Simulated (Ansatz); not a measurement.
Consider the germylene formation by 1,1-elimination: `[CH3][Ge]([SiH3])([Cl])[Cl]` → `[CH3][Ge][Cl]` + `[SiH3]Cl`.

Program: Ansatz. Geometries: PBE0-D4/def2-TZVP. ΔE: electronic, gas phase. CBS: MP2 limit from def2 TZ/QZ plus the TZ coupled-cluster correction, frozen cores. This one scheme is used for every species. Functionals use def2-TZVPP. HSE06 is defined as in plane-wave codes. For Ge outer-core shells are correlated without core-valence functions, which leaves a few kJ/mol of doubt a bond. Scalar relativity is left out up to krypton.

```
          level  ΔE (kJ/mol)
      r2SCAN-D4        127.6
        PBE0-D4        129.2
        ωB97M-V        107.6
           BLYP         67.2
        r2SCAN0        127.9
          HSE06        118.0
        LC-ωPBE        128.6
CCSD/def2-TZVPP        121.1
```

Problem. What does CCSD(T)/CBS give? (An estimate is asked.)

Solution. Computed: +113.6 kJ/mol. The listed levels differ from it by 14.0, 15.6, -6.0, -46.4, 14.3, 4.4, 15.0, 7.5 kJ/mol.

Problem. What do rigid-rotor, harmonic-oscillator terms from PBE0-D4/def2-TZVP frequencies (298.15 K, 1 bar) make of the CCSD(T)/CBS value? (Best estimate.)

Solution. Ansatz gave: ΔZPE = -5.5 kJ/mol, ΔH = +107.6 kJ/mol, ΔS = 152 J/(mol·K), ΔG = +62.4 kJ/mol.

Largest T1 diagnostic among the species: 0.012.

In def2-TZVPP, CCSD(T) changes the Hartree–Fock value by +33.7 kJ/mol (the triples alone add +4.7 kJ/mol) and MP2 by +43.2 kJ/mol. From r2SCAN to r2SCAN0 (25 % exact exchange), in def2-TZVPP and without D4, ΔE moves by +3.9 kJ/mol. Leaving LDA and LC-ωPBE aside and taking each functional with its dispersion term where it has one, the values, not all of them listed here, spread over 44.9 kJ/mol, from BLYP-D4 to PBE-QIDH. LDA lies +36.9 kJ/mol from PBE without D4.
